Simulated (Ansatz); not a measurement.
`[CH3][Mo](=[O])([F])=[S]` + NH₃ → `[CH3][Mo]([NH2])(=[O])=[S]` + H–F at 500 K and 1 bar (ligand exchange at a Mo–F bond).

Program: Ansatz. Geometries: PBE0-D4/def2-TZVP. ΔE: electronic, gas phase. CBS: MP2 limit from def2 TZ/QZ plus the TZ coupled-cluster correction, frozen cores. This one scheme is used for every species. Elements past krypton have def2 core potentials. For Mo outer-core shells are correlated without core-valence functions, which leaves a few kJ/mol of doubt a bond. One conformer a species, not always the lowest.

```csv
species,CCSD(T)/CBS energy (Eh),H − E (kJ/mol),S (J/(mol·K))
`[CH3][Mo](=[O])([F])=[S]`,-680.85708,156.6,410.5
NH₃,-56.50880,108.2,211.8
`[CH3][Mo]([NH2])(=[O])=[S]`,-636.95679,224.2,428.3
H–F,-100.39570,39.4,188.7
```

H − E and S are ideal-gas, rigid-rotor, harmonic terms from PBE0-D4/def2-TZVP, for one conformer and one mirror image of each species. 1 Eh = 2625.50 kJ/mol, R = 8.31446 J/(mol·K).

Question: By hand: ΔE, ΔH, ΔS and ΔG.

Answer: ΔE = (-636.95679) + (-100.39570) − (-680.85708) − (-56.50880) = 0.01339 Eh = 35.2 kJ/mol. Δ(H − E) = 224.2 + 39.4 − 156.6 − 108.2 = -1.2, so ΔH = 34.0 kJ/mol. ΔS = 428.3 + 188.7 − 410.5 − 211.8 = -5.3 J/(mol·K). ΔG = 34.0 − 500 × (-5.3)/1000 = 36.6 kJ/mol.

Question: By hand: the equilibrium constant, and the temperature at which ΔG would vanish if ΔH and ΔS stayed fixed.

Answer: log₁₀ K = −ΔG/(RT ln 10) = -3.8. ΔH and −TΔS have one sign here, so there is no such temperature.

The number of gas molecules stays the same, so ΔS is small and ΔH decides. A doubt of 5 kJ/mol in ΔE shifts log₁₀ K by 0.5 here. Other conformers and mirror images would add mixing entropy, several J/(mol·K) or more a flexible species. These are equilibria of isolated gas molecules and say nothing of rates. Largest T1 diagnostic: 0.025 (customary marks: 0.02 for closed shells, 0.045 for open ones).

ΔS is within the doubt of such terms, so its sign, and with it that verdict, could turn.
